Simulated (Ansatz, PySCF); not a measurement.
Gas-phase reaction (SMILES): O=C=N[SiH2]N=C=O [diisocyanatosilane] + 10 [H][H] (H2) -> 2 C (CH4) + 2 N (NH3) + 2 O (H2O) + [SiH4] (SiH4); energy of full hydrogenation.

Each molecule is optimised on its own at B3LYP-D3(BJ)/def2-TZVP (Ansatz, a quantum-chemistry and plane-wave program), one conformer each, not searched for the lowest. Cores are frozen in the correlated levels unless marked. No spin-orbit coupling. Non-relativistic. CBS(X,Y): correlation extrapolated as X^-3; Hartree-Fock from the larger set. Thermal terms are rigid-rotor harmonic-oscillator values from B3LYP-D3(BJ) frequencies (Ansatz or PySCF) at 298.15 K and 1 atm. 1 Eh = 627.5095 kcal/mol.

```
species           E, CCSD(T)/CBS(cc-pV(T+d)Z,cc-pV(Q+d)Z) (Ansatz) (Eh)  E, wB97M-V/def2-TZVPD (Ansatz) (Eh)  H - E (Eh)
----------------  -----------------------------------------------------  -----------------------------------  ----------
O=C=N[SiH2]N=C=O                                             -626.18972                           -626.99366     0.05416
[H][H] (H2)                                                    -1.17450                             -1.16077     0.01336
C (CH4)                                                       -40.45816                            -40.49098     0.04840
N (NH3)                                                       -56.50369                            -56.55014     0.03799
O (H2O)                                                       -76.37426                            -76.43347     0.02495
[SiH4] (SiH4)                                                -291.45815                           -291.84546     0.03520
```

Problem. Work out ΔE and ΔH at 298.15 K at the first level, then ΔH at the second.

Solution. 
1. ΔE = [2×(-40.45816) + 2×(-56.50369) + 2×(-76.37426) + (-291.45815)] - [(-626.18972) + 10×(-1.17450)] = -0.19565 Eh = -122.8 kcal/mol at CCSD(T)/CBS(cc-pV(T+d)Z,cc-pV(Q+d)Z).
2. The terms H - E add up to 0.07012 Eh, so ΔH = (-0.19565 + (0.07012))×627.5095 = -78.8 kcal/mol.
3. At wB97M-V/def2-TZVPD the same steps give ΔE = -121.3 and ΔH = -77.3 kcal/mol, a shift of +1.5 from the first level.
4. These values are not checked against measurement here, since the tables used lack a sound gas-phase enthalpy of formation for at least one species.
